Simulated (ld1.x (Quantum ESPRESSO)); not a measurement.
**In (Z = 49): ultrasoft pseudisation with LDA (PZ), scalar-relativistic reference atom.**

The input file (ld1.x (Quantum ESPRESSO) 7.5):

```
&input
   title='In', zed=49., rel=1, dft='PZ', iswitch=3,
   config='[Kr] 4d10 5s2 5p1',
   nld=3, rlderiv=3.35, eminld=-3.0, emaxld=5.0, deld=0.02
 /
 &inputp
   pseudotype=3, tm=.true., lloc=-1, rcloc=1.85,
   nlcc=.true., rcore=0.80,
   which_augfun='PSQ', rmatch_augfun_nc=.true.,
   file_pseudopw='In.UPF', file_wfcaegen='ae.wfc', file_wfcncgen='nc.wfc', file_beta='beta', file_chi='chi', file_wfcusgen='us.wfc'
 /
6
5S  1  0   2.00   0.00  1.75  2.10  0.0
5S  1  0   0.00  -0.25  1.75  2.10  0.0
5P  2  1   1.00   0.00  2.85  3.10  0.0
5P  2  1   0.00   1.65  2.85  3.10  0.0
4D  3  2  10.00   0.00  1.40  1.70  0.0
4D  3  2   0.00   0.75  1.40  1.70  0.0
 &test
   configts(1)='4d10 5s2 5p1'
 /
```

Command:

```bash
ld1.x < In.in > In.out
```

Resulting log (shortened: banner, matrices, multipoles, cross overlaps and the repeated all-electron block are left out):

```
Program LD1 v.7.5
     --------------------------- All-electron run ----------------------------

     In
     scalar relativistic calculation

     atomic number is 49.00
     dft =PZ   lsd =0 sic =0 latt =0  beta=0.20 tr2=1.0E-14
     Exchange-correlation= PZ
                           (   1   1   0   0   0   0   0)
     mesh =1241 r(mesh) = 100.30140 a.u. xmin = -7.00 dx = 0.01250
     1 Ry =  13.60569312 eV, c = 137.03599908

     n l     nl                  e(Ry)          e(Ha)          e(eV)
     1 0     1S 1( 2.00)     -2037.4678     -1018.7339    -27721.1612
     2 0     2S 1( 2.00)      -305.1353      -152.5677     -4151.5773
     2 1     2P 1( 6.00)      -274.0468      -137.0234     -3728.5960
     3 0     3S 1( 2.00)       -57.8629       -28.9315      -787.2649
     3 1     3P 1( 6.00)       -47.6815       -23.8408      -648.7399
     4 0     4S 1( 2.00)        -8.7803        -4.3901      -119.4616
     4 1     4P 1( 6.00)        -5.7363        -2.8681       -78.0457
     3 2     3D 1(10.00)       -31.8259       -15.9129      -433.0132
     4 2     4D 1(10.00)        -1.3752        -0.6876       -18.7112
     5 0     5S 1( 2.00)        -0.6237        -0.3119        -8.4865
     5 1     5P 1( 1.00)        -0.1987        -0.0993        -2.7030

     final scf error:  9.6E-15 reached in  28 iterations

     Etot =  -11752.891211 Ry,   -5876.445605 Ha, -159906.231119 eV

     Ekin =   12247.031021 Ry,    6123.515510 Ha,  166629.345736 eV
     Encl =  -28428.170890 Ry,  -14214.085445 Ha, -386784.969176 eV
     Eh   =    4736.760509 Ry,    2368.380254 Ha,   64446.909876 eV
     Exc  =    -308.511850 Ry,    -154.255925 Ha,   -4197.517556 eV

     normalization and overlap integrals

     s(1S/1S) =  1.000000  <r> =   0.0297  <r2> =    0.0012  r(max) =   0.0192
     s(2S/2S) =  1.000000  <r> =   0.1286  <r2> =    0.0195  r(max) =   0.1090
     s(2P/2P) =  1.000000  <r> =   0.1122  <r2> =    0.0154  r(max) =   0.0870
     s(3S/3S) =  1.000000  <r> =   0.3492  <r2> =    0.1395  r(max) =   0.3153
     s(3P/3P) =  1.000000  <r> =   0.3476  <r2> =    0.1402  r(max) =   0.3075
     s(4S/4S) =  1.000000  <r> =   0.8476  <r2> =    0.8141  r(max) =   0.7658
     s(4P/4P) =  1.000000  <r> =   0.9216  <r2> =    0.9730  r(max) =   0.8152
     s(3D/3D) =  1.000000  <r> =   0.3246  <r2> =    0.1252  r(max) =   0.2581
     s(4D/4D) =  1.000000  <r> =   1.1852  <r2> =    1.6914  r(max) =   0.9354
     s(5S/5S) =  1.000000  <r> =   2.5937  <r2> =    7.7325  r(max) =   2.1344
     s(5P/5P) =  1.000000  <r> =   3.6744  <r2> =   15.9731  r(max) =   2.8453

     ------------------------ End of All-electron run ------------------------

     --------------------- Generating US pseudopotential ---------------------

      Generating local potential from pseudized AE potential:
      Matching radius rcloc =   1.8500

      Local pseudo, rcloc= 1.837 Estimated cut-off energy=     7.40 Ry

      Computing core charge for nlcc:

       r > 0.81 : true rho core
       r < 0.81 : rho core = a sin(br)/r    a=  19.89  b=   2.76

      Integrated core pseudo-charge :  10.51
      Wfc-us  5S rcutus= 2.082  Estimated cut-off energy=    10.13 Ry
      Wfc-us  5S rcutus= 2.082  Estimated cut-off energy=    10.64 Ry
      Wfc-us  5P rcutus= 3.106  Estimated cut-off energy=     7.87 Ry
      Wfc-us  5P rcutus= 3.106  Estimated cut-off energy=    14.88 Ry
      Wfc-us  4D rcutus= 1.704  Estimated cut-off energy=    40.77 Ry
      Wfc-us  4D rcutus= 1.704  Estimated cut-off energy=    68.53 Ry

     Q pseudized with Bessel functions
     Expected ecutrho=     214.2991 due to l1=  2   l2=  2

     ------------------- End of pseudopotential generation -------------------

     Computing logarithmic derivative in   3.36844
     Computing logarithmic derivative in   3.36844
     Computing the partial wave expansion
     R is outside the sphere for l=    0 j= 0.00
     R is outside the sphere for l=    0 j= 0.00
     R is outside the sphere for l=    1 j= 0.00
     R is outside the sphere for l=    1 j= 0.00
     R is outside the sphere for l=    2 j= 0.00
     R is outside the sphere for l=    2 j= 0.00

     ---------------------- Testing the pseudopotential ----------------------

     In
     scalar relativistic calculation

     atomic number is 49.00   valence charge is 13.00
     dft =PZ   lsd =0 sic =0 latt =0  beta=0.20 tr2=1.0E-14
     mesh =1241 r(mesh) = 100.30140 xmin = -7.00 dx = 0.01250

     n l     nl             e AE (Ry)        e PS (Ry)    De AE-PS (Ry)
     3 2     4D   1(10.00)       -1.37525       -1.37525        0.00000
     1 0     5S   1( 2.00)       -0.62375       -0.62375        0.00000
     2 1     5P   1( 1.00)       -0.19867       -0.19867        0.00000

     eps = 8.2E-15  iter =  4

     Etot =  -11752.891211 Ry,   -5876.445605 Ha, -159906.231119 eV
     Etotps =  -134.457612 Ry,     -67.228806 Ha,   -1829.389000 eV

     Ekin =      44.932154 Ry,      22.466077 Ha,     611.333098 eV
     Encl =    -250.539725 Ry,    -125.269862 Ha,   -3408.766609 eV
     Ehrt =     102.778027 Ry,      51.389014 Ha,    1398.366299 eV
     Ecxc =     -39.811559 Ry,     -19.905780 Ha,    -541.663855 eV
     (Ecc =     -18.880560 Ry,      -9.440280 Ha,    -256.883106 eV)
     Epseu=       8.183491 Ry,       4.091745 Ha,     111.342067 eV

     ---------------------- End of pseudopotential test ----------------------
```

Generation and configuration tests took about 1.6 s on one core of a shared server CPU.

Transferability test of the new file with ld1.x, input:

```
&input
   title='In', zed=49., rel=1, dft='PZ', iswitch=2,
   config='[Kr] 4d10 5s2 5p1'
 /
 &test
   file_pseudo='In.UPF', nconf=10,
   configts(1)='4d10 5s2 5p1',
   configts(2)='4d10 5s2 5p0',
   configts(3)='4d10 5s1 5p0',
   configts(4)='4d10 5s0 5p0',
   configts(5)='4d10 5s2 5p1.3',
   configts(6)='4d10 5s1 5p2',
   configts(7)='4d10 5s2 5p0.5',
   configts(8)='4d9 5s2 5p1',
   configts(9)='4d10 5s2 5p1', lsdts(9)=1,
   configts(10)='4d10 5s1 5p0', lsdts(10)=1
 /
```

```bash
ld1.x < In.test.in > In.test.out
```

Pseudopotential blocks of its output, shortened (energy terms left out):

```
     ---------------------- Testing the pseudopotential ----------------------

     n l     nl             e AE (Ry)        e PS (Ry)    De AE-PS (Ry)
     3 2     4D   1(10.00)       -1.37525       -1.37525        0.00000
     1 0     5S   1( 2.00)       -0.62375       -0.62375        0.00000
     2 1     5P   1( 1.00)       -0.19867       -0.19867        0.00000

     eps = 8.2E-15  iter =  4

     Etot =  -11752.891211 Ry,   -5876.445605 Ha, -159906.231120 eV
     Etotps =  -134.457612 Ry,     -67.228806 Ha,   -1829.389000 eV

     ---------------------- End of pseudopotential test ----------------------

          ---------------------- Testing the pseudopotential ----------------------

     n l     nl             e AE (Ry)        e PS (Ry)    De AE-PS (Ry)
     3 2     4D   1(10.00)       -1.92951       -1.92895       -0.00055
     1 0     5S   1( 2.00)       -1.12511       -1.12556        0.00045
     2 1     5P   1( 0.00)       -0.63929       -0.64002        0.00073

     eps = 7.9E-16  iter =  7

     Etot =  -11752.480021 Ry,   -5876.240011 Ha, -159900.636601 eV
     Etotps =  -134.046086 Ry,     -67.023043 Ha,   -1823.789905 eV
     dEtot_ae =       0.411190 Ry
     dEtot_ps =       0.411526 Ry,   Delta E=      -0.000336 Ry

     ---------------------- End of pseudopotential test ----------------------

          ---------------------- Testing the pseudopotential ----------------------

     n l     nl             e AE (Ry)        e PS (Ry)    De AE-PS (Ry)
     3 2     4D   1(10.00)       -2.70146       -2.70203        0.00056
     1 0     5S   1( 1.00)       -1.77333       -1.77418        0.00085
     2 1     5P   1( 0.00)       -1.21476       -1.21630        0.00153

     eps = 2.2E-16  iter =  9

     Etot =  -11751.034986 Ry,   -5875.517493 Ha, -159880.975900 eV
     Etotps =  -132.600172 Ry,     -66.300086 Ha,   -1804.117253 eV
     dEtot_ae =       1.856224 Ry
     dEtot_ps =       1.857439 Ry,   Delta E=      -0.001215 Ry

     ---------------------- End of pseudopotential test ----------------------

          ---------------------- Testing the pseudopotential ----------------------

     n l     nl             e AE (Ry)        e PS (Ry)    De AE-PS (Ry)
     3 2     4D   1(10.00)       -3.53714       -3.53996        0.00282
     1 0     5S   1( 0.00)       -2.45427       -2.45617        0.00190
     2 1     5P   1( 0.00)       -1.82212       -1.82333        0.00121

     eps = 1.7E-16  iter =  7

     Etot =  -11748.922616 Ry,   -5874.461308 Ha, -159852.235640 eV
     Etotps =  -130.486153 Ry,     -65.243076 Ha,   -1775.354554 eV
     dEtot_ae =       3.968595 Ry
     dEtot_ps =       3.971459 Ry,   Delta E=      -0.002864 Ry

     ---------------------- End of pseudopotential test ----------------------

          ---------------------- Testing the pseudopotential ----------------------

     n l     nl             e AE (Ry)        e PS (Ry)    De AE-PS (Ry)
     3 2     4D   1(10.00)       -1.24130       -1.24128       -0.00002
     1 0     5S   1( 2.00)       -0.49813       -0.49813       -0.00001
     2 1     5P   1( 1.30)       -0.08909       -0.08908       -0.00001

     eps = 6.7E-16  iter =  9

     Etot =  -11752.934003 Ry,   -5876.467002 Ha, -159906.813344 eV
     Etotps =  -134.500412 Ry,     -67.250206 Ha,   -1829.971325 eV
     dEtot_ae =      -0.042793 Ry
     dEtot_ps =      -0.042800 Ry,   Delta E=       0.000007 Ry

     ---------------------- End of pseudopotential test ----------------------

          ---------------------- Testing the pseudopotential ----------------------

     n l     nl             e AE (Ry)        e PS (Ry)    De AE-PS (Ry)
     3 2     4D   1(10.00)       -1.49287       -1.49563        0.00277
     1 0     5S   1( 1.00)       -0.69700       -0.69706        0.00006
     2 1     5P   1( 2.00)       -0.24957       -0.24959        0.00002

     eps = 4.7E-15  iter = 10

     Etot =  -11752.454771 Ry,   -5876.227385 Ha, -159900.293050 eV
     Etotps =  -134.021140 Ry,     -67.010570 Ha,   -1823.450507 eV
     dEtot_ae =       0.436440 Ry
     dEtot_ps =       0.436471 Ry,   Delta E=      -0.000031 Ry

     ---------------------- End of pseudopotential test ----------------------

          ---------------------- Testing the pseudopotential ----------------------

     n l     nl             e AE (Ry)        e PS (Ry)    De AE-PS (Ry)
     3 2     4D   1(10.00)       -1.63514       -1.63505       -0.00009
     1 0     5S   1( 2.00)       -0.86182       -0.86194        0.00012
     2 1     5P   1( 0.50)       -0.40746       -0.40764        0.00018

     eps = 2.5E-15  iter =  9

     Etot =  -11752.740867 Ry,   -5876.370434 Ha, -159904.185595 eV
     Etotps =  -134.307200 Ry,     -67.153600 Ha,   -1827.342554 eV
     dEtot_ae =       0.150343 Ry
     dEtot_ps =       0.150411 Ry,   Delta E=      -0.000068 Ry

     ---------------------- End of pseudopotential test ----------------------

          ---------------------- Testing the pseudopotential ----------------------

     n l     nl             e AE (Ry)        e PS (Ry)    De AE-PS (Ry)
     3 2     4D   1( 9.00)       -2.36191       -2.38199        0.02008  !
     1 0     5S   1( 2.00)       -1.30317       -1.30824        0.00507  !
     2 1     5P   1( 1.00)       -0.76367       -0.76164       -0.00203

     eps = 6.9E-15  iter = 12

     Etot =  -11751.037343 Ry,   -5875.518671 Ha, -159881.007960 eV
     Etotps =  -132.594468 Ry,     -66.297234 Ha,   -1804.039647 eV
     dEtot_ae =       1.853868 Ry
     dEtot_ps =       1.863143 Ry,   Delta E=      -0.009275 Ry

     ---------------------- End of pseudopotential test ----------------------

          ---------------------- Testing the pseudopotential ----------------------

     n l     nl             e AE (Ry)        e PS (Ry)    De AE-PS (Ry)
     3 2     4D   1( 5.00)       -1.37466       -1.37481        0.00015
     1 0     5S   1( 1.00)       -0.63632       -0.63623       -0.00009
     2 1     5P   1( 1.00)       -0.21249       -0.21240       -0.00009
     3 2     4D   2( 5.00)       -1.36940       -1.36918       -0.00021
     1 0     5S   2( 1.00)       -0.60421       -0.60433        0.00012
     2 1     5P   2( 0.00)       -0.17747       -0.17759        0.00012

     eps = 8.4E-15  iter =  9

     Etot =  -11752.899776 Ry,   -5876.449888 Ha, -159906.347660 eV
     Etotps =  -134.466127 Ry,     -67.233064 Ha,   -1829.504860 eV
     dEtot_ae =      -0.008566 Ry
     dEtot_ps =      -0.008516 Ry,   Delta E=      -0.000050 Ry

     ---------------------- End of pseudopotential test ----------------------

          ---------------------- Testing the pseudopotential ----------------------

     n l     nl             e AE (Ry)        e PS (Ry)    De AE-PS (Ry)
     3 2     4D   1( 5.00)       -2.70822       -2.70897        0.00075
     1 0     5S   1( 1.00)       -1.80209       -1.80288        0.00079
     2 1     5P   1( 0.00)       -1.24182       -1.24357        0.00175
     3 2     4D   2( 5.00)       -2.69051       -2.69102        0.00051
     1 0     5S   2( 0.00)       -1.73428       -1.73529        0.00102
     2 1     5P   2( 0.00)       -1.17592       -1.17743        0.00151

     eps = 4.0E-15  iter =  9

     Etot =  -11751.051448 Ry,   -5875.525724 Ha, -159881.199872 eV
     Etotps =  -132.616589 Ry,     -66.308295 Ha,   -1804.340613 eV
     dEtot_ae =       1.839763 Ry
     dEtot_ps =       1.841022 Ry,   Delta E=      -0.001260 Ry

     ---------------------- End of pseudopotential test ----------------------
```
